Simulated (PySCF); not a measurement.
**Four-centre ligand exchange**

Start structure (GaH4Cl, singlet), relaxed at PBE0-D4/def2-TZVP:

```
6
angstrom
Ga -0.5641 0.6814 0.2025
H -0.0335 1.0257 -1.2405
H 0.1327 1.3266 1.4512
H -1.9277 -0.0792 0.3575
H 1.4178 -1.3450 -0.9751
Cl 0.9902 -1.5963 0.2077
```

The step: GaH₃ + HCl → GaH₂Cl ([Cl][GaH2]) + H₂; bonds formed: Ga1–Cl6, H2–H5; bonds broken: Ga1–H2, H5–Cl6. PySCF 2.14 with density fitting (its default auxiliary sets; JK sets also for MP2 and CCSD(T)); basis: def2-TZVPP and def2-QZVPP; cores frozen in the correlated methods. Filled d shells of the heavier atoms are correlated. The def2 sets are not built for correlating such inner shells, so the correlated values are less sure here. Extrapolation: Hartree–Fock as exp(−7.88 √X), correlation as X^−2.97. Energies below are by CCSD(T) at an estimated basis limit (MP2 extrapolated from triple and quadruple zeta, plus CCSD(T) − MP2 in triple zeta).

Problem. What are the electronic barrier and the energy of the step, from the start structure to the end structure? (An estimate is asked for; the value comes from the calculation.)

Solution. By the calculation: Barrier 33.1 kJ/mol; step energy -99.3 kJ/mol (downhill); reverse barrier, their difference, 132.4 kJ/mol. Barrier and step energy count from the start structure, the reverse barrier from the end structure.

The saddle point: One imaginary mode of 749i cm⁻¹.
```csv
pair,start (Å),saddle (Å),end (Å)
Ga1–Cl6,2.76,2.54,2.16
H2–H5,2.79,1.19,0.75
Ga1–H2,1.58,1.68,2.55
H5–Cl6,1.28,1.47,3.11
```

Zero-point energy (harmonic, PBE0-D4): ZPE is 73.6 kJ/mol at the start and 71.5 kJ/mol at the saddle, so the barrier goes from 33.1 to 31.0 kJ/mol.

The T1 diagnostic stays at or below 0.013.

Labels in which every atom is bracketed show which atoms are joined, not bond orders.

For scale, one of the runs: CCSD(T)/def2-TZVPP, 146 basis functions, launched by `OMP_NUM_THREADS=4 python run.py`. Time: 48 s of wall clock on 4 CPU threads of an AMD EPYC 9B14; the host was shared. Peak host memory: 1 GiB.
